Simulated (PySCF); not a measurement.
**Telling isomers of C4H13NOSi3 apart by NMR**

Relativity neglected, no solvent, one averaged value for each set of equivalent atoms, a single conformation. GFN2-xTB geometry; PBE0/pcSseg-1 with gauge-including orbitals; PySCF 2.14.0 with density-fitted response routines.

Shifts are taken against calculated references (same method and geometry level): TMS for 1H (σ = 31.72 ppm), 13C (σ = 186.93 ppm). Where no couplings were computed, multiplicities follow the n + 1 count of equivalent neighbours, and m marks all less simple cases (inequivalent or close neighbours, rings, F or P nearby). Shifts are as computed. Against solution values, carbons near 30 ppm lie about +3 ppm off and those near 130 ppm about +5 ppm. Of 1211 compounds with measured shifts, 218 miss one by over three times the rms of a fit or turn the order of signals round; such compounds aren't used in these exercises. OH and NH positions are gas-phase values without hydrogen bonding to other molecules.

(1) Tabulate the signals of `O=C([SiH2]N([SiH3])[SiH3])C1CC1`, `C=C(C=O)[Si@](N)([SiH3])[SiH2]C` and their relative energies.

(2) What is the quickest way to tell O=C([SiH2]N([SiH3])[SiH3])C1CC1 from C=C(C=O)[Si@](N)([SiH3])[SiH2]C?

Answers

(1) 
```json
{"SMILES": "O=C([SiH2]N([SiH3])[SiH3])C1CC1", "carbon types": "1×C 1×CH 2×CH2", "δC": "247.3, 35.4, 10.9", "δH": "4.97 (s, 2H), 4.82 (s, 6H), 2.22 (m, 1H), 1.20 (m, 2H), 1.17 (m, 2H)", "E rel. (kcal/mol)": "0.0"}
{"SMILES": "C=C(C=O)[Si@](N)([SiH3])[SiH2]C", "carbon types": "1×C 1×CH 1×CH2 1×CH3", "δC": "205.8, 165.2, 153.3, -8.8", "δH": "9.87 (s, 1H), 7.07 (m, 1H), 6.99 (m, 1H), 3.88 (m, 1H), 3.70 (m, 1H), 3.47 (s, 3H), 0.33 (m, 3H), -0.12 (br s, 2H)", "E rel. (kcal/mol)": "1.8"}
```

Energies are electronic energies at PBE0/pcSseg-1 on these geometries, without zero-point or thermal terms, each for the one conformer computed, which needn't be the lowest.

(2) Count the carbon signals: 3 against 4. The first has a carbonyl carbon (C) at 247.3 ppm, the second an aldehyde carbonyl carbon (CH) at 205.8 ppm. In the proton spectra the most deshielded non-exchanging signals are 4.97 (s, 2H) and 9.87 (s, 1H).
